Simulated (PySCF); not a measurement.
**Identify the compound**

An unknown has the formula C5H10O2. Its calculated NMR data are:

¹H NMR (500 MHz, computed): δ 3.87 (q, J = 7.8 Hz, 2H), 2.05 (q, J = 8.5 Hz, 2H), 1.30 (t, J = 7.8 Hz, 3H), 1.19 (t, J = 8.5 Hz, 3H).

¹³C{¹H} NMR (computed): δ 181.8 (C), 55.6 (CH2), 27.0 (CH2), 16.4 (CH3), 10.0 (CH3).

Level of theory: coordinates at the PBE0-D3(BJ)/def2-SVP level, NMR shieldings at HF/pcSseg-1/GIAO, B3LYP/pcJ-1 coupling constants (without the spin–dipole term), in PySCF 2.14.0 with density-fitted response routines (equivalent nuclei averaged, no solvent model, one conformer, non-relativistic Hamiltonian).

Chemical shifts δ = σref − σ; TMS for ¹H (σ = 31.69 ppm) and ¹³C (σ = 190.85 ppm), all at this level.

Q: What is the structure?

A: 
- The formula gives 1 degree of unsaturation (no ring in the answer).
- 5 carbon signals for 5 carbons: no two carbons are equivalent.
- Carbon types of the structure: 1 × C, 2 × CH2, 2 × CH3, which accounts for all hydrogens.
- δC 181.8: ester carbonyl carbon; it is a carbonyl in resonance with an O or N lone pair, the region of acids, esters and amides.
- δC 55.6: sp3 CH2 bonded to O; pulled downfield by the heteroatom.
- δC 27.0: sp3 CH2 α to a carbonyl; the adjacent C=O deshields it moderately.
- δC 16.4, 10.0: methyl carbon; a saturated carbon with 1 carbon neighbour and no heteroatom attached.
- δH 3.87: hydrogen on an sp3 CH2 bonded to O; its carbon carries O, hence the downfield position.
- δH 2.05: hydrogen on an sp3 CH2 α to a carbonyl; α to C=O.
- δH 1.30, 1.19: hydrogen on a methyl carbon.
- The protons at 2.05 and 1.19 share a coupling of 8.5 Hz (vicinal).
- The protons at 1.30 and 3.87 share a coupling of 7.8 Hz (vicinal).

These data were computed for SMILES CCOC(=O)CC.

The data come from this structure; uniqueness wasn't tested.

Splittings below 1 Hz are ignored in the labels, and close J values are merged. Unscaled 3J(H,H) at this level run about 10 % above measured values. Shifts are as computed. Against solution values, carbons near 30 ppm lie about -0 ppm off and those near 130 ppm about +7 ppm. Of 1211 compounds with measured shifts, 218 miss one by over three times the rms of a fit or turn the order of signals round; such compounds aren't used in these exercises.
